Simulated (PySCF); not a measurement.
F4Se, SMILES F[Se](F)(F)F (connectivity only; charge and spin as stated), charge -1, multiplicity 2.

Geometry: PBE-D3(BJ)/def2-SVPD. The spin state was assumed, not searched. The isomer is the one that the SMILES or the coordinates give; other isomers of the formula were not compared.

Computed with PBE-D3(BJ)/def2-SVPD (PySCF).

Frequencies are harmonic and unscaled.

Modes within 1.5 cm⁻¹ of each other (mostly degenerate sets) share a row, with their intensities summed.

Computed harmonic wavenumbers and intensities:
```
mode  ν (cm⁻¹)  IR (km/mol)  moving atoms (share of kinetic energy)
----  --------  -----------  --------------------------------------
1           96          0.0                                 F 100 %
2          143         18.2                         F 53 %, Se 47 %
3–4        172          1.2                          F 91 %, Se 9 %
5          223          0.0                                 F 100 %
6          405          0.0                                 F 100 %
7–8        458        712.4                         F 60 %, Se 40 %
9          489          3.0                                  F 98 %
```
